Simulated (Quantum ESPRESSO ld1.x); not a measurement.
Charge is removed step by step from the 4s down level of neutral molybdenum, starting from [Ar] 3d10 4s(up 1, down 1) 4p6 4d5 5s1. Method: scalar-relativistic Kohn-Sham, LDA (Slater exchange, Perdew-Wang correlation), spin-polarised, spherical densities, point nucleus; open shells are filled with parallel spins first; computed with ld1.x of Quantum ESPRESSO 7.5.

| removed (e) | E - E(0) (eV) | eigenvalue (eV) | E minus straight line (eV) |
|---|---|---|---|
| 0 | 0.000 | -62.407 | 0.000 |
| 0.25 | 15.909 | -64.940 | -1.034 |
| 0.5 | 32.477 | -67.677 | -1.409 |
| 0.75 | 49.752 | -70.587 | -1.078 |
| 1 | 67.773 | -73.645 | 0.000 |

Removing the whole electron costs 67.773 eV by Delta-SCF, against 62.407 eV from minus the eigenvalue at the starting occupation. Slater's transition state (half an electron removed) gives 67.677 eV. Integrating minus the eigenvalue over the occupation (Janak's theorem) gives 67.793 eV. In this scalar-relativistic scheme the density is built from large components alone, so the theorem holds only approximately. The mean slope of the eigenvalue, de/dn, is 11.2 eV per electron.
